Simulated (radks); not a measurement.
The mean radii <r> (bohr) of the occupied orbitals of an atom or ion are listed with their occupations. All-electron calculation, scalar-relativistic Kohn-Sham, PBE, spin-unpolarised, spherical densities, finite nucleus; Fermi nuclear charge, rms radius of each element as measured or else 0.836 A^(1/3) + 0.57 fm. Program: a radial shooting solver on a logarithmic mesh with Libxc functionals.

orbital  occ.      <r>
1s          2  0.02232
2s          2  0.09512
2p          6  0.08389
3s          2   0.2496
3p          6   0.2480
3d         10   0.2259
4s          2   0.5661
4p          6   0.5994
4d         10   0.6542
5s          2    1.381
5p          6    1.626
4f          7   0.9673
6s          1    3.860

Name the element and its charge.

Answer. Z = 63, europium, charge +1: Eu+ in [Xe] 4f7 6s1. The 1s radius gives Z: for a bare nucleus <r> = (2 gamma + 1)/(2Z) with gamma = sqrt(1 - (Z/c)^2), 0.02203 bohr for Z = 63, and screening makes it slightly larger (0.02232 here). The occupations add up to 62, and the charge is Z minus that.
